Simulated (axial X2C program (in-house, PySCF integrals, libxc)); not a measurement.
## What spin–orbit coupling does to NaMn

Computed with an in-house relativistic program for diatomic molecules. Spin-free means the one-electron spin-free X2C Hamiltonian; two-component (2c) means X2C with spin–orbit coupling and atomic mean-field two-electron Coulomb and Gaunt terms, so the difference of the two also holds small scalar two-electron terms. Basis: Mn dyall-cv3z [9s10p6d3f2g], Na dyall-cv3z [9s8p5d2f] (cores contracted in-house); Gaussian nuclei, density fitting, unrestricted open shells. Masses: Mn 54.938 u, Na 22.990 u.

Spin-free state: M_S = 3, Λ = 0 (beyond evenly filled blocks: 2 × σα, π+α, π-α, δ+α, δ-α); fragments Mn + Na.

| level | Re (Å) | ωe (cm⁻¹) | De (eV) | μ (D) |
| --- | --- | --- | --- | --- |
| PBE0 | 3.291 | 114.5 | 0.276 | 1.20 |
| HF | 3.756 | 52.1 | 0.018 | -0.29 |
| MP2 | 3.493 | 62.6 | 0.045 | n/a |
| B97-3 | 3.300 | 115.4 | 0.238 | 1.03 |

Correlated methods: 8 electrons correlated (number of frozen shells: Mn 3 s, 2 p; Na 2 s, 1 p), 284 virtual spin orbitals or spinors in MP2.

Dipoles are positive if Na is the positive end.

Two-component determinant lowest at the distance of the search:

Ω = 3 (⟨Sz⟩ = 3.00, ⟨Lz⟩ = 0.00 at HF); fragments Mn + Na.

```csv
level,Re (Å),ωe (cm⁻¹),De (eV),μ (D)
PBE0,3.292,114.4,0.276,1.19
HF,3.759,51.9,0.018,-0.29
MP2,3.496,62.3,0.044,n/a
B97-3,3.300,115.3,0.237,1.03
```

Task: From the two tables, how do the constants change at the MP2 level (2c against spin-free)?

Result: At the MP2 level Re increases by 0.003 Å and ωe goes down by 0.3 cm⁻¹; De changes by -0.001 eV.

The state is one determinant whose occupation by symmetry is held fixed; it was picked as the lowest of a PBE0 search that is not exhaustive. De is counted from the lowest determinant-based energies of the atoms at the same level, without counterpoise correction. Density functionals use the spin component along the axis (collinear). Other states lie close and PBE0, whose exact exchange favours high spin, may order them wrongly; the determinant shown need not be the ground state. The nearest other spin-free determinant of the search, M_S = 2, Λ = 0, lies 0.11 eV up at the distance of the search. With several unpaired electrons one determinant need not be a pure state. A state of lower Ω lies just above, and one determinant can place such states too high, so the state shown need not be the lowest. The search has Ω = 2 only 0.11 eV up. Open-shell Ω = 0 determinants with evenly filled partner blocks cannot be reached by this program, so the Ω shown need not be the lowest component.
